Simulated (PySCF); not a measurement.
**How methods differ on the ionisation energy of Ta**

Ta [Xe] 4f14 5d3 6s2 (4F) → Ta⁺ [Xe] 4f14 5d3 6s1 (5F), as a difference of total energies. All numbers are calculated (PySCF 2.14, the spin-free X2C one-electron Hamiltonian (Gaussian nucleus), in x2c-TZVPPall (11s7p7d3f1g, 97 functions)). Correlated levels: valence: [Xe] 4f14 frozen. The calculations carry no spin-orbit coupling.

```csv
method,ionisation energy (eV),error (eV)
UHF,5.772,-1.801
LDA,7.770,+0.197
PBE,7.412,-0.161
PBE0,7.187,-0.386
r2SCAN,7.044,-0.529
PW91,7.458,-0.115
B2PLYP,7.370,-0.203
revPBE,7.292,-0.281
MP2 (valence),6.929,-0.644
SCS-MP2 (valence),7.156,-0.417
```

Reference: 7.573 eV (measured; NIST levels, between the centres of gravity of the two terms).

Errors of the correlated levels include the incompleteness of this basis and the frozen core.

MP2 underrates the near-degeneracy of ns² with np² in the lower species.
